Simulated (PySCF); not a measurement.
Do core-level shifts follow atomic charges?

C₄H₇B.
Cartesian coordinates in Å at the PBE0-D3(BJ)/def2-SVP level; atoms count from 1:
```xyz
12
C4H7B angstrom
B     -1.8751   -0.2341   -1.5279
C     -0.3474   -0.5323   -1.3606
C      0.3191   -0.0811   -0.1491
C      0.8546    0.3047    0.8682
C      1.5006    0.7651    2.0878
H     -2.4180   -0.6001   -2.5460
H     -2.5205    0.3368   -0.6823
H      0.1532   -0.1329   -2.2662
H     -0.2371   -1.6289   -1.4921
H      2.5072    1.1626    1.8827
H      1.6098   -0.0554    2.8144
H      0.9189    1.5641    2.5738
```

Binding energies: delta-SCF UKS SCAN, pcX-2 on the ionised atom, pcseg-1 elsewhere, spin-free X2C (PySCF 2.14.0). Charges: PBE0/pcSseg-1 ground-state density, for the ionised atom.

```
atom                environment  C 1s (eV)  Mulliken (e)  IAO (e)  Hirshfeld (e)  ESP (e)
  C4              alkyne carbon     289.87        -0.286   -0.071         -0.069   +0.064
  C3              alkyne carbon     289.90        -0.030   -0.070         -0.071   -0.291
  C2  sp3 carbon bound to boron     291.08        -0.452   -0.423         -0.122   -0.074
  C5         propargylic carbon     291.41        -0.217   -0.425         -0.098   -0.480
```

How well does each charge scheme correlate with the binding energies over these sites?

Mulliken: r = -0.48, slope -2.2 eV per e; ESP: r = -0.51, slope -1.7 eV per e; Hirshfeld: r = -0.84, slope -26.7 eV per e; IAO: r = -0.99, slope -3.8 eV per e. On 4 points no scheme stands out.

The point-charge model writes a binding energy as kq + V + constant, with V the potential of the other atoms' charges at the site. What does it give with the Hirshfeld charges?

V = Σ 14.40 eV Å × q/r over all other atoms: -0.45 eV at C4, -0.45 eV at C3, +1.73 eV at C2, +1.31 eV at C5. Fitting binding energy − V to q gives k = 17.8 eV per e and leaves an rms residual of 0.12 eV, against 0.38 eV for the fit on q alone. The model has no term for differences in relaxation between sites.

Geometry: PBE0-D3(BJ)/def2-SVP, one conformer, isolated molecule.
